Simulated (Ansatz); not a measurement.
`[CH3][SnH]([F])[SiH2]F` + `C#[C][GeH3]` → `[CH3][SnH2][F]` + `F[SiH2]C#[C][GeH3]`  (redistribution)

Program: Ansatz. Geometries: PBE0-D4/def2-TZVP. ΔE: electronic, gas phase. CBS: MP2 limit from def2 TZ/QZ plus the TZ coupled-cluster correction, frozen cores. def2 core potentials past Kr. For Ge, Sn outer-core shells are correlated without core-valence functions, which leaves a few kJ/mol of doubt a bond. Scalar relativity is left out up to krypton. One conformer a species, not always the lowest.

`[CH3][SnH]([F])[SiH2]F`:

Z-matrix (Å, degrees):
```
C
Sn 1 2.129
H 1 1.090 2 108.8
H 1 1.091 2 110.3 3 -120.0
H 1 1.089 2 109.5 3 119.7
F 2 1.938 1 103.8 3 -53.9
Si 2 2.580 1 116.5 3 -167.6
H 2 1.713 1 112.8 3 57.4
F 7 1.606 2 108.4 1 26.9
H 7 1.483 2 111.4 1 146.1
H 7 1.486 2 111.2 1 -91.2
```

`C#[C][GeH3]`:

Cartesian coordinates in Å:
```
C 1.806 -0.863 -0.098
C 0.720 -0.344 -0.039
Ge -0.992 0.474 0.054
H 2.767 -1.322 -0.149
H -1.012 1.678 -0.894
H -2.049 -0.552 -0.369
H -1.240 0.929 1.496
```

`[CH3][SnH2][F]`:

Z-matrix (Å, degrees):
```
C
Sn 1 2.124
H 1 1.090 2 109.3
H 1 1.090 2 109.4 3 -119.7
H 1 1.091 2 110.4 3 120.1
F 2 1.932 1 104.3 3 58.4
H 2 1.706 1 114.7 3 171.9
H 2 1.706 1 114.7 3 -55.0
```

`F[SiH2]C#[C][GeH3]`:

Cartesian coordinates in Å:
```
F 2.203 1.194 2.210
Si 1.122 0.020 2.177
C 0.294 0.012 0.560
C -0.275 -0.016 -0.511
Ge -1.159 -0.049 -2.198
H 1.829 -1.262 2.386
H 0.133 0.277 3.247
H -1.750 -1.448 -2.401
H -0.128 0.265 -3.286
H -2.269 1.008 -2.183
```

| species | CCSD(T)/CBS(def2) energy (Eh) |
| --- | --- |
| `[CH3][SnH]([F])[SiH2]F` | -744.44739 |
| `C#[C][GeH3]` | -2154.54588 |
| `[CH3][SnH2][F]` | -354.90084 |
| `F[SiH2]C#[C][GeH3]` | -2544.10287 |

Task: Work out ΔE.

Result: ΔE = (-354.90084) + (-2544.10287) − (-744.44739) − (-2154.54588) = -0.01044 Eh = -0.28 eV.

Largest T1 diagnostic among the species: 0.013.

From PBE to PBE0 (25 % exact exchange), in def2-TZVPP and without D4, ΔE moves by −0.04 eV. In def2-TZVPP, CCSD(T) changes the Hartree–Fock value by +0.07 eV (the triples alone add −0.00 eV) and MP2 by +0.04 eV.
